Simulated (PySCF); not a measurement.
A structure optimised at ωB97X-D3(BJ)/def2-SVP, used in a PySCF frequency run:

```xyz
10

F      1.9812     0.1665    -0.6611
Si     0.7603    -0.1431     0.3622
C     -0.4669     1.2669     0.5172
C     -1.6282     0.7409     0.0897
C     -1.5197    -0.6982    -0.3732
N     -0.3923    -1.2952    -0.3354
H      1.3558    -0.6343     1.6252
H     -0.3795     2.2920     0.8839
H     -2.5894     1.2663     0.0564
H     -2.4267    -1.2108    -0.7404
```
Charge 0, spin multiplicity 1.

### Question
Write its SMILES and formula.

### Answer
F[Si@H]1C=CC=N1, C3H4FNSi

### Question
What are its rotational constants (standard atomic weights)?

### Answer
5.8117, 2.7083, 2.1005 GHz
